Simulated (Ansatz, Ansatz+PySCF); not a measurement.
| atom | x (Å) | y (Å) | z (Å) |
| --- | --- | --- | --- |
| B | 0.0000 | 0.0000 | 0.0000 |
| O | 0.0000 | 0.0000 | 1.1447 |

Basis set: def2-SVP (spherical functions). Correlated methods keep 2 orbitals frozen. Correlation on ROHF uses semicanonical orbitals with singles. Charge 0, multiplicity 2.

Computed with Ansatz (development build ahead of 0.2.0); each method stands on the lowest determinant of its kind that the runs found.

(1) Give the atomization energy at this shape (free ground-state atoms in the same class of orbitals less the molecule, no zero-point energy) of doublet BO by ROHF-CCSD(T), ROHF-MP2, ROHF, UHF.

## Answers

(1)

| method | atomization energy |
| --- | --- |
| ROHF-CCSD(T) | 7.91 eV |
| ROHF-MP2 | 8.58 eV |
| ROHF | 6.08 eV |
| UHF | 5.95 eV |

Caution: the shape is not the minimum.
